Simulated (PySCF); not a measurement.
## How methods differ on the ionisation energy of B²⁺

B²⁺ [He] 2s1 (2S) → B³⁺ 1s2 (1S), as a difference of total energies. Computed with PySCF 2.14 in dyall-av2z (11s7p2d, 42 functions), with the non-relativistic Hamiltonian (point nucleus). The calculations carry no spin-orbit coupling.

```tsv
method	ionisation energy (eV)
UHF	37.803
LDA	37.884
PBE	38.264
PBE0	38.207
r2SCAN	37.845
LC-wPBE	38.348
BHandHLYP	38.337
PBEsol	37.963
TPSSh	38.129
```

For comparison: 37.931 eV (measured; NIST Atomic Spectra Database, ionization energies).
